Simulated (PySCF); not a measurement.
## How methods differ on the ionisation energy of Ge⁺

Ge⁺ [Ar] 3d10 4s2 4p1 (2P) → Ge²⁺ [Ar] 3d10 4s2 (1S), as a difference of total energies. Calculation: PySCF 2.14, in x2c-QZVPPall; scalar relativity by spin-free X2C-1e. Correlated levels: valence: [Ar] 3d10 frozen. The calculations carry no spin-orbit coupling.

| method | ionisation energy (eV) |
| --- | --- |
| UHF | 15.257 |
| MP2 (valence) | 15.520 |
| SCS-MP2 (valence) | 15.510 |
| CCSD (valence) | 15.582 |
| CCSD(T) (valence) | 15.605 |

How much does correlation contribute at CCSD(T) (valence)?

15.605 − (15.257) = 0.348 eV, measured against UHF.

A first-order spin-orbit estimate (lowest level to lowest level, LS coupling) adds 0.135 eV.

Errors of the correlated levels include the incompleteness of this basis and the frozen core.

For comparison: 15.935 eV (measured; NIST Atomic Spectra Database, ionization energies).
